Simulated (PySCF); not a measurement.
2,2-dichloropropane (C3H6Cl2), SMILES CC(C)(Cl)Cl. Atoms are numbered in the order given.

```xyz
11

C      0.0000    -1.2690     1.1653
C      0.0000     0.0000     0.3420
C      0.0000     1.2690     1.1653
Cl    -1.4598     0.0000    -0.7137
Cl     1.4598     0.0000    -0.7137
H      0.8965    -1.2965     1.8020
H      0.0000    -2.1505     0.5113
H     -0.8965    -1.2965     1.8020
H      0.8965     1.2965     1.8020
H      0.0000     2.1505     0.5113
H     -0.8965     1.2965     1.8020
```
Charge 0, spin multiplicity 1.

Geometry: PBE0-D3(BJ)/def2-SVP.

All values below come from PBE0/pcSseg-1 in PySCF.

GIAO shieldings, no solvent; atoms alike by connectivity are averaged. δ = σ(ref) − σ: ¹³C against TMS (σ = 186.3 ppm); ³⁵Cl against HCl (σ = 945.9 ppm); ¹H against TMS (σ = 31.56 ppm), references at their B3LYP-D3(BJ)/def2-TZVP geometries, non-relativistic (without spin–orbit terms, shifts of atoms bonded to Cl or Br come out too high).

Estimate the chemical shifts. (The exact figures need the calculation; the answer reports its results.)


```json
[
 {"nucleus": "¹³C", "atoms": "C2", "count": "1", "δ (ppm)": "101.1"},
 {"nucleus": "¹³C", "atoms": "C1, C3", "count": "2", "δ (ppm)": "42.9"},
 {"nucleus": "³⁵Cl", "atoms": "Cl4, Cl5", "count": "2", "δ (ppm)": "369.1"},
 {"nucleus": "¹H", "atoms": "H6, H7, H8, H9, H10, H11", "count": "6", "δ (ppm)": "2.29"}
]
```
